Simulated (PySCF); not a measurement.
3-butene-1,1,1-tricarbonitrile, C₇H₅N₃.
Cartesian coordinates in Å at the PBE0-D3(BJ)/def2-SVP level; atoms count from 1:
```xyz
15
C7H5N3 angstrom
C      2.404    0.423   -0.398
C      1.362    0.069   -1.150
C      0.376   -0.981   -0.753
C     -1.042   -0.385   -0.438
C     -0.950    0.552    0.697
N     -0.837    1.267    1.597
C     -1.961   -1.483   -0.088
N     -2.638   -2.380    0.181
C     -1.565    0.325   -1.621
N     -1.934    0.866   -2.573
H      3.103    1.197   -0.725
H      2.597   -0.047    0.571
H      1.187    0.564   -2.113
H      0.229   -1.719   -1.557
H      0.702   -1.519    0.149
```

Linear response at wB97X-D/def2-SVPD (PySCF, frozen core in the response, non-relativistic).

Static isotropic polarisability: 90.71 au (13.44 Å³), principal values 77.1, 89.1, 105.9 au.

Q: What is the polarisability at 1064 nm and at the sodium D line?

A: 91.45 au at 1064 nm (+0.8 %), 93.20 au at 589.3 nm (+2.7 %). The rise at 589.3 nm is 3.36 times that at 1064 nm; a pure ω² law gives 3.26. The lowest singlet lies at 174 nm, shorter than both wavelengths.

Q: What is the isotropic C6 coefficient between two such molecules, C6 = (3/π)∫α(iω)² dω?

A: 3434 au (Eh·bohr⁶) by a ten-point quadrature over imaginary frequencies, which is 2050 eV·Å⁶ or 198 J·nm⁶/mol.

Q: Which effective excitation energy ω̄ makes London's formula C6 = (3/4)α²ω̄ exact here?

A: ω̄ = 4·C6/(3α²) = 0.557 Eh = 15.1 eV. A one-pole form α(ω) = α/(1 − ω²/ω̄²) fitted to the 1064 nm value gives 13.0 eV.

Q: What n − 1 at the D line would an ideal gas of it have at 273.15 K and 1 atm (2.6868 × 10¹⁹ cm⁻³), by n − 1 = 2π·N·α′?

A: 23.31 × 10⁻⁴, a formal value whether or not that pressure can be reached.

Q: How many electrons N does the Slater–Kirkwood formula C6 = (3/4)·√N·α^(3/2) need to give this C6?

A: N = (4·C6/3)²/α³ = 28.1; the species has 68 electrons in all.

Q: How anisotropic is the static polarisability, by Δα² = ½[(α1 − α2)² + (α2 − α3)² + (α3 − α1)²]?

A: Δα = 25.0 au, or 0.28 of the isotropic value.

Q: What molar refraction at the D line follows from R = (4π/3)·N_A·α′, with α′ the polarisability volume?

A: α′ = 13.81 Å³ gives R = 34.84 cm³/mol, for isolated, non-vibrating species.

One conformer stands for the species.

wB97X-D is run here without its empirical dispersion term; that term would change no orbital, density or response property at a fixed geometry.
